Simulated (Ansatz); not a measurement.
The cluster Cs9⁻, relaxed as a singlet with RKS B3LYP/def2-SVPD in Ansatz, starting from the GFN1-xTB geometry. Force threshold 0.02 eV/Å.

In the def2 sets Cs takes a core potential; there is no spin–orbit coupling. The restricted singlet is unstable towards broken spin symmetry in Hartree–Fock (as tested in another run); at B3LYP/def2-SVPD this wasn't settled. Another isomer (singlet) lies 0.36 eV lower at PBE0/def2-TZVPD; other spin states weren't run for this one.

Start:

Cartesian coordinates in Å:
```
Cs -3.325 -0.427 -1.170
Cs 4.333 1.085 1.742
Cs -1.635 0.485 -3.636
Cs -2.341 0.207 -0.486
Cs 0.599 3.667 -2.027
Cs 3.174 -4.211 5.473
Cs -3.612 -0.255 -3.557
Cs 0.350 0.542 2.729
Cs 2.455 -1.093 0.933
```

Q: Estimate the energy that the relaxation releases and the steps that it takes.

A: 3798.1 kcal/mol, in 33 steps; 9.8 min on 4 threads of Arm Neoverse V2 on a shared host. The force fell under the threshold at step 30, but the optimiser went on and released 0.022 eV more. No frequencies were taken in this run, so the end may be a saddle point.

Q: Does the start keep its bonding?

A: Bonds lost: Cs1–Cs3, Cs2–Cs8, Cs4–Cs7, Cs4–Cs9, Cs5–Cs8 (atoms count from 1). Metal–metal contacts that move far: Cs8–Cs9 3.21 to 5.84 Å, Cs6–Cs8 6.17 to 5.38 Å.

Q: Predict the relaxed structure.

A: 
```xyz
9

Cs   -5.7322   -1.8426    0.2000
Cs    7.3734    2.7703    0.5815
Cs   -1.1067    1.4217   -5.0359
Cs   -2.7184    2.7609    0.1224
Cs    2.2206    3.1852   -1.2538
Cs    2.2751   -4.4943    5.1304
Cs   -5.1757   -1.6898   -4.9332
Cs   -1.4145   -1.0567    3.2505
Cs    4.2784   -1.0545    1.9381
```
Bond lengths (bridged metal pairs left out): 14 × Cs–Cs 5.10 to 5.84 Å.
